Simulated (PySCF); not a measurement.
Name the molecule from its bond curve

A diatomic of charge 0 contains Re. Its triplet curve at revPBE in a triple-zeta basis (scalar-relativistic core potentials, PySCF), in eV from the separated fragments:

| R (Å) | E (eV) |
| --- | --- |
| 1.771 | -1.498 |
| 1.853 | -2.700 |
| 1.935 | -3.368 |
| 1.997 | -3.611 |
| 2.059 | -3.691 |
| 2.121 | -3.651 |
| 2.203 | -3.468 |
| 2.306 | -3.124 |
| 2.430 | -2.651 |
| 2.594 | -2.038 |

The fit gives ωe = 558 cm⁻¹ and the rotational constant Bₑ = 0.1486 cm⁻¹.

Q: Which atom is the partner?

A: The minimum lies at 2.066 Å, so the reduced mass is 16.8576 u Å² cm⁻¹/(Bₑ·Re²) = 26.58 u. With Re at 186.96 u the partner weighs about 31.0 u: P. The molecule is ReP.

Spin–orbit coupling is left out. With d or f electrons several states lie close, and the lowest PBE0 determinant need not be the measured ground state.
